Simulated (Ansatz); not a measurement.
## Ansatz (development build ahead of 0.2.0) run

```yaml
crystal:
  periodic: [false, false, false]
  atoms:
    - { symbol: Si, position_ang: [0.0, 0.0, 0.0] }
    - { symbol: F, position_ang: [0.84255, 0.84255, 0.84255] }
    - { symbol: F, position_ang: [0.84255, -0.84255, -0.84255] }
    - { symbol: F, position_ang: [-0.84255, 0.84255, -0.84255] }
    - { symbol: F, position_ang: [-0.84255, -0.84255, 0.84255] }
basis:
  gaussian: { orbitals: def2-TZVP }
hamiltonian:
  xc: hf
```

The input is written out in the form of the current development build from the run's settings.

Results

```json
{
  "Converged": "yes",
  "Total energy": "-687.15313 hartree",
  "Spin squared of the determinant": "0.000"
}
```

Caution: no unrestricted run beside it, a lower state can exist.
